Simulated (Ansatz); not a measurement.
`OB1SC1F` + `[NH2][SnH3]` → `FC1BS1` + `[NH2][SnH2][OH]` at 500 K and 1 bar (redistribution).

Calculated with Ansatz (gas phase, PBE0-D4/def2-TZVP geometries, no zero-point term in ΔE). CBS: MP2 limit from def2 TZ/QZ plus the TZ coupled-cluster correction, frozen cores. def2 core potentials past Kr. For Sn outer-core shells are correlated without core-valence functions, which leaves a few kJ/mol of doubt a bond. Each species was taken in one conformer, which may not be the lowest.

```tsv
species	CCSD(T)/CBS energy (Eh)	H − E (kJ/mol)	S (J/(mol·K))
`OB1SC1F`	-636.82484	137.5	352.0
`[NH2][SnH3]`	-271.71442	151.0	334.3
`FC1BS1`	-561.59037	113.4	318.8
`[NH2][SnH2][OH]`	-346.92092	176.4	389.3
```

H − E and S are ideal-gas, rigid-rotor, harmonic terms from PBE0-D4/def2-TZVP, for one conformer and one mirror image of each species. 1 Eh = 2625.50 kJ/mol, R = 8.31446 J/(mol·K).

Problem. By hand: ΔE, ΔH, ΔS and ΔG.

Solution. ΔE = (-561.59037) + (-346.92092) − (-636.82484) − (-271.71442) = 0.02797 Eh = 73.4 kJ/mol. Δ(H − E) = 113.4 + 176.4 − 137.5 − 151.0 = 1.3, so ΔH = 74.7 kJ/mol. ΔS = 318.8 + 389.3 − 352.0 − 334.3 = 21.8 J/(mol·K). ΔG = 74.7 − 500 × (21.8)/1000 = 63.8 kJ/mol.

Problem. By hand: the equilibrium constant, and the temperature at which ΔG would vanish if ΔH and ΔS stayed fixed.

Solution. log₁₀ K = −ΔG/(RT ln 10) = -6.7. ΔG = 0 at ΔH/ΔS = 3427 K, far beyond where these terms or the molecules hold.

ΔH outweighs TΔS. A doubt of 5 kJ/mol in ΔE shifts log₁₀ K by 0.5 here. Other conformers and mirror images would add mixing entropy, several J/(mol·K) or more a flexible species. Modes under 60 cm⁻¹, often nearly free rotors, make the harmonic entropy too high. These are equilibria of isolated gas molecules and say nothing of rates. Largest T1 diagnostic: 0.016 (customary marks: 0.02 for closed shells, 0.045 for open ones).
